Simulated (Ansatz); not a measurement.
C₅HF₈GaO₂ (`FC(F)(F)C1=CC(C(F)(F)F)=[O+][Ga-]([F])([F])[O]1`), 17 atoms. Total charge 0; spin multiplicity 1. Correlated methods include outer-core shells of Ga, which these sets cover unevenly. Scalar relativity is left out up to krypton. Hardware: A = 11 threads of an AMD EPYC 7R13 on a shared host; B = 11 threads of an AMD EPYC 7R13 on a shared host and a whole NVIDIA H100 80 GB. Correlated methods freeze the cores.

(1) Give the basis size and wall time and peak host memory of each of these runs in Ansatz. RKS PBE0-D4/def2-QZVPP energy [B]; RHF-CCSD(T)/def2-TZVPP energy [B]; RKS B97M-V/def2-TZVPP energy [B]; RHF-CCSD(T)/def2-SVP energy [B]; RKS PBE0-D4/def2-TZVP relaxation (42 steps) [B]; RHF-MP2/def2-QZVPP energy [B]; RKS PBE0-D4/def2-SVP energy [A]; RKS PBE0-D4/def2-TZVPP energy [B]; RKS BLYP-D4/def2-TZVPP energy [B]; RKS ωB97M-V/def2-SVP energy [A]; RKS ωB97M-V/def2-QZVPP energy [B]; direct RPA on PBE orbitals/def2-TZVPP energy [B]. (Estimate.)

Answers

(1) Computed: Other jobs shared the machine, so times are rough.

| level | job | functions | wall time | peak host memory (GiB) |
| --- | --- | --- | --- | --- |
| RKS PBE0-D4/def2-SVP | energy [A] | 247 | 3.7 s | 1.3 |
| RKS PBE0-D4/def2-TZVPP | energy [B] | 527 | 5.5 s | 1.1 |
| RKS PBE0-D4/def2-QZVPP | energy [B] | 974 | 6.5 s | 1.6 |
| RKS B97M-V/def2-TZVPP | energy [B] | 527 | 7.5 s | 1.2 |
| direct RPA on PBE orbitals/def2-TZVPP | energy [B] | 527 | 7.5 s | 2.9 |
| RKS BLYP-D4/def2-TZVPP | energy [B] | 527 | 8 s | 1.1 |
| RKS ωB97M-V/def2-QZVPP | energy [B] | 974 | 8 s | 1.7 |
| RHF-CCSD(T)/def2-SVP | energy [B] | 247 | 8.5 s | 1.3 |
| RHF-MP2/def2-QZVPP | energy [B] | 974 | 10 s | 1.7 |
| RKS ωB97M-V/def2-SVP | energy [A] | 247 | 10 s | 1.6 |
| RKS PBE0-D4/def2-TZVP | relaxation (42 steps) [B] | 519 | 100 s | 1.5 |
| RHF-CCSD(T)/def2-TZVPP | energy [B] | 527 | 110 s | 1.3 |
